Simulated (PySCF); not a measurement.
Compound: C₄H₁₀B₂.
Cartesian coordinates in Å at the GFN2-xTB level; atoms count from 1:
```
atom  x, y, z in Å
B1     2.2948   -0.0190    0.3587
C2     0.9112    0.1100   -0.3355
B3     0.0362    1.2814    0.2801
C4    -1.4264    0.7239    0.4365
C5    -1.4540   -0.5481   -0.4248
C6    -0.0335   -1.1086   -0.3363
H7     3.1494    0.7393    0.1043
H8     2.4828   -0.8435    1.1685
H9     1.0507    0.4585   -1.3675
H10    0.4068    2.3572    0.5378
H11   -1.5739    0.4481    1.4860
H12   -2.2401    1.4061    0.1884
H13   -2.2042   -1.2683   -0.0954
H14   -1.6793   -0.2769   -1.4589
H15    0.0849   -1.6551    0.6008
H16    0.1869   -1.7961   -1.1542
```

The closed-shell SCF was solved with PySCF and density fitting under several settings on one GFN2-xTB geometry (grid level 2 and gas phase unless stated).

```tsv
settings	basis functions	SCF cycles	E (Eh)	HOMO (eV)	LUMO (eV)	dipole (D)
PBE0/pcSseg-1	152	12	-207.8170	-8.43	-1.44	0.98
wB97X-D/def2-SVPD	200	13	-207.9112	-10.29	0.47	0.98
HCTH407/def2-SVPD, energy threshold 1e-07 Eh, start guess huckel	200	11	-207.9884	-7.32	-2.48	1.17
KT3/pcSseg-1, fitting basis def2-qzvpp-jkfit	152	10	-211.6331	-7.21	-2.34	1.04
```

Q: Estimate the row for these settings: PBE0/IGLO-II, energy threshold 1e-06 Eh.

A: 
```csv
settings,basis functions,SCF cycles,E (Eh),HOMO (eV),LUMO (eV),dipole (D)
"PBE0/IGLO-II, energy threshold 1e-06 Eh",192,7,-207.8957,-8.39,-1.42,1.04
```

Q: Over all rows, what range does the HOMO–LUMO gap span?

A: From 4.84 eV (HCTH407/def2-SVPD, energy threshold 1e-07 Eh, start guess huckel) to 10.76 eV (wB97X-D/def2-SVPD). The functional of the narrowest has no exact exchange, that of the widest range-separated exact exchange.

Q: And the dipole moment?

A: From 0.98 D to 1.17 D; the largest is 1.19 times the smallest, and the median is 1.04 D.

Q: Compare two rows with the functional PBE0: PBE0/pcSseg-1 and PBE0/IGLO-II, energy threshold 1e-06 Eh. Which energy is lower, and by how much?

A: PBE0/IGLO-II, energy threshold 1e-06 Eh (192 functions) lies 0.0787 Eh or 49 kcal/mol below PBE0/pcSseg-1 (152 functions).

wB97X-D ran without the empirical dispersion term, which would shift the total energy alone. Cycle counts include a coarse-grid stage where the run had one. KT3 was designed for NMR shieldings or shifts; total energies of different functionals aren't comparable.

One conformer stands for the species.
